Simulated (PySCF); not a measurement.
# Electronic structure of Ti⁺ (titanium, charge +1) at the B3LYP level

Configuration: [Ar] 3d2 4s1, high-spin 4F determinant. Computed with PySCF 2.14 in dyall-av2z, with no relativity, point nucleus.

```json
{"Total energy": "-849.130 hartree", "One-electron energy": "-1157.265 hartree", "Hartree (Coulomb) energy": "350.006 hartree", "Exchange-correlation energy": "-41.871 hartree", "Kinetic energy": "848.24288 hartree", "⟨S²⟩": "3.7505", "⟨L²⟩": "12.005", "Sum of ⟨r⟩": "17.25 bohr", "Sum of ⟨r²⟩": "28.85 bohr²", "Density at the nucleus (Gaussians lack the cusp)": "7040 bohr⁻³", "Spin density at the nucleus": "3.28 bohr⁻³", "Langevin diamagnetic susceptibility": "-22.8 ×10⁻⁶ cm³/mol"}
```

```
shell  electrons  mean orbital energy (hartree)  rms radius, mean of both spins (bohr)
 1s α          1                     -179.13982                                 0.0813
 1s β          1                     -179.13828                                 0.0813
 2s α          1                      -20.16846                                  0.356
 2s β          1                      -20.14393                                  0.356
 2p α          3                      -16.87946                                  0.323
 2p β          3                      -16.85923                                  0.323
 3s α          1                       -2.69147                                   1.09
 3s β          1                       -2.61374                                   1.09
 3p α          3                       -1.80427                                   1.18
 3p β          3                       -1.72355                                   1.18
 3d α          2                       -0.51903                                   1.68
 4s α          1                       -0.41723                                   3.40
```
